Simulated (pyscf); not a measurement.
## gallane (GaH₃), singlet

Gas-phase minimum from PySCF at ωB97X-D3(BJ)/def2-SVP, one conformer. 

SMILES: [GaH3]
```xyz
4

Ga     0.6641    -0.2475     0.2378
H      1.5438     0.7163    -0.6319
H      1.0480    -0.5247     1.7327
H     -0.5980    -0.9362    -0.3883
```

Bond lengths (Å): Ga1–H2 1.568, Ga1–H3 1.568, Ga1–H4 1.568. Bond angles (°): H2–Ga1–H3 120.0, H2–Ga1–H4 120.0, H3–Ga1–H4 120.0.

Properties at ωB97X-D3(BJ)/def2-SVP:

```json
{
 "harmonic_wavenumbers_unscaled": "733, 778, 778, 2004, 2004, 2014 cm⁻¹",
 "zero_point_energy": "11.9 kcal/mol",
 "rotational_symmetry_number": "6",
 "Entropy of this conformer at 298 K and 1 atm, rigid rotor and harmonic oscillator, modes under 100 cm⁻¹ raised to 100": "218.1 J/(mol K)",
 "dipole_moment": "0.00 D"
}
```

Single-point totals, which compare only within one level (frozen core for MP2 and CC):

| level | total energy (hartree) |
|---|---|
| ωB97X-D3(BJ)/def2-TZVP | -1926.58947 |
| PBE/def2-TZVP | -1926.31606 |
| r²SCAN/def2-TZVP | -1926.60452 |
| B3LYP-D3(BJ)/def2-TZVP | -1926.67978 |
| PBE0-D3(BJ)/def2-TZVP | -1926.36143 |
| M06-2X/def2-TZVP | -1926.60175 |
| ωB97M-D3(BJ)/def2-TZVP | -1926.64558 |
| HF/def2-TZVPP | -1924.96349 |
| MP2/def2-TZVPP | -1925.20708 |
| CCSD/def2-TZVPP | -1925.21969 |
| CCSD(T)/def2-TZVPP | -1925.22793 |

The CCSD(T) − MP2 part came from Ansatz, without density fitting, on the same reference. The frozen core leaves the outer d or s,p core shells of the metals and heavy elements correlated in the MP2 and CC values, and def2-TZVPP describes them poorly, so these totals are far from the basis limit. Elements up to Kr have no core potential and no relativistic terms here.
